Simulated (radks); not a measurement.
Results of a calculation; reference values are marked as such.
Question: Neutral barium, [Xe] 6s2. Level of theory: non-relativistic Kohn-Sham, LDA (Slater exchange, Perdew-Wang correlation), spin-polarised, spherical densities, point nucleus (a radial shooting solver on a logarithmic mesh with Libxc functionals). Every spin shell is full or empty, so the densities are truly spherical. Functionals are evaluated on that one density, not self-consistently. Rank these orbital-free kinetic functionals by their error against the exact value of the orbitals, and give that value: Thomas-Fermi, von Weizsacker, TF + vW, TF + vW/9, revAPBEK, Perdew 92, Thakkar, DePristo-Kress.

Answer: Exact: 7876.22 hartree. From best to worst, with 100 (|E| - |E exact|)/|E exact| (equal figures are ties): DePristo-Kress -0.15, revAPBEK +0.24, Thakkar -0.65, Perdew 92 -0.70, TF + vW/9 -0.71, Thomas-Fermi -5.16, TF + vW +34.86, von Weizsacker -59.99.
